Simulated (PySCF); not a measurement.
# Shapes and spin states of Ge2H4

These are results of PySCF, PBE0, basis Ge def2-TZVP, H def2-TZVP (no relativity, density fitting), not measurements.

Relaxations began from a few typed shapes and spin states; open shells are unrestricted. The search is not exhaustive: other isomers or separated fragments can lie lower, and high-lying points may rest on an excited occupation.

```csv
spin,group,bonds,angles,imaginary modes (cm⁻¹),ΔE (kJ/mol),ΔE with ZPE (kJ/mol)
singlet,C2h,"Ge–Ge 2.267 Å, Ge–H 1.539 Å (×4)","Ge–Ge–H 116.8° (×4), H–Ge–H 109.6° (×2)",none,0.0,0.0
singlet,C2h,"Ge–H 1.593 Å (×2), Ge–H 1.751 Å (×4)","Ge–H–Ge 103.6° (×2), H–Ge–H 76.4° (×2), H–Ge–H 87.1° (×4)",none,35.6,35.0
singlet,C2v,"Ge–H 1.585 Å (×2), Ge–H 1.758 Å (×4)","Ge–H–Ge 104.4° (×2), H–Ge–H 75.4° (×2), H–Ge–H 91.7° (×4)",none,44.4,43.3
triplet,Cs,"Ge–Ge 2.423 Å, Ge–H 1.535 Å, Ge–H 1.540 Å (×2), Ge–H 1.550 Å","Ge–Ge–H 107.0°, Ge–Ge–H 110.7° (×2), Ge–Ge–H 122.1°, H–Ge–H 109.3°, H–Ge–H 109.6° (×2)",none,73.2,73.5
triplet,C2,"Ge–Ge 2.422 Å, Ge–H 1.544 Å (×2), Ge–H 1.549 Å (×2)","Ge–Ge–H 111.8° (×2), Ge–Ge–H 114.8° (×2), H–Ge–H 108.7° (×2)",none,80.7,78.6
triplet,C2h,"Ge–Ge 2.470 Å, Ge–H 1.544 Å (×4)","Ge–Ge–H 110.9° (×4), H–Ge–H 110.4° (×2)",200i,108.2,–
triplet,C2h,"Ge–H 1.566 Å (×2), Ge–H 1.752 Å (×4)","Ge–H–Ge 100.2° (×2), H–Ge–H 79.8° (×2), H–Ge–H 96.8° (×4)",137i,209.8,–
singlet,D2h,"Ge–H 1.620 Å (×2), Ge–H 1.742 Å (×4)","Ge–H–Ge 102.9° (×2), H–Ge–H 77.1° (×2), H–Ge–H 141.4° (×4)","902i, 790i, 491i, 476i",354.7,–
```

The lowest minimum found is the singlet C2h: Ge–Ge 2.267 Å, Ge–H 1.539 Å (×4); Ge–Ge–H 116.8° (×4), H–Ge–H 109.6° (×2).
